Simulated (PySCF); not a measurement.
Potential energy of NdP along the bond

Set-up: PySCF, spin-free X2C with a Gaussian nucleus, basis sets Nd x2c-TZVPall, P x2c-TZVPall. Energies in eV from Nd (4f4 6s2) + P in their ground configurations at the same level. State: quartet, about 3.2 electrons in the 4f shell (Mulliken), real f orbitals that mix terms.

All columns are PBE0. A positive dipole means Nd(−)P(+).

```json
{"R (Å)": "1.993", "E (eV)": "-0.891", "μ (D)": "-5.57", "Mulliken charge on Nd (basis-dependent)": "0.39", "HOMO (eV)": "-3.93", "LUMO (eV)": "-1.93", "Mayer bond order": "3.09", "⟨S²⟩": "3.78"}
{"R (Å)": "2.085", "E (eV)": "-1.695", "μ (D)": "-6.27", "Mulliken charge on Nd (basis-dependent)": "0.43", "HOMO (eV)": "-4.12", "LUMO (eV)": "-2.05", "Mayer bond order": "3.08", "⟨S²⟩": "3.78"}
{"R (Å)": "2.178", "E (eV)": "-2.145", "μ (D)": "-6.83", "Mulliken charge on Nd (basis-dependent)": "0.45", "HOMO (eV)": "-4.26", "LUMO (eV)": "-2.16", "Mayer bond order": "3.07", "⟨S²⟩": "3.79"}
{"R (Å)": "2.248", "E (eV)": "-2.306", "μ (D)": "-7.17", "Mulliken charge on Nd (basis-dependent)": "0.47", "HOMO (eV)": "-4.37", "LUMO (eV)": "-2.24", "Mayer bond order": "3.05", "⟨S²⟩": "3.81"}
{"R (Å)": "2.317", "E (eV)": "-2.351", "μ (D)": "-7.45", "Mulliken charge on Nd (basis-dependent)": "0.47", "HOMO (eV)": "-4.45", "LUMO (eV)": "-2.31", "Mayer bond order": "3.03", "⟨S²⟩": "3.84"}
{"R (Å)": "2.386", "E (eV)": "-2.308", "μ (D)": "-7.65", "Mulliken charge on Nd (basis-dependent)": "0.47", "HOMO (eV)": "-4.50", "LUMO (eV)": "-2.38", "Mayer bond order": "2.99", "⟨S²⟩": "3.89"}
{"R (Å)": "2.479", "E (eV)": "-2.175", "μ (D)": "-7.73", "Mulliken charge on Nd (basis-dependent)": "0.48", "HOMO (eV)": "-4.48", "LUMO (eV)": "-2.37", "Mayer bond order": "2.80", "⟨S²⟩": "4.18"}
{"R (Å)": "2.595", "E (eV)": "-2.008", "μ (D)": "-7.86", "Mulliken charge on Nd (basis-dependent)": "0.50", "HOMO (eV)": "-4.26", "LUMO (eV)": "-2.28", "Mayer bond order": "2.43", "⟨S²⟩": "4.58"}
```

A fit through these points gives, at Re = 2.314 Å, μ = -7.44 D and dμ/dR = -3.55 D/Å; the reduced mass is 25.42 u.

Task: How strong is the fundamental in the double-harmonic approximation, I = 42.26·(dμ/dR)²/μred km/mol?

Result: I = 42.26·(-3.55)²/25.42 = 21.0 km/mol at PBE0.

⟨S²⟩ of the unrestricted solution departs from its pure value on part of the curve, where spin states mix. These are scalar-relativistic numbers at best; spin–orbit coupling would shift them, the dissociation energy most. With d or f electrons several states lie close, and the lowest PBE0 determinant need not be the measured ground state.
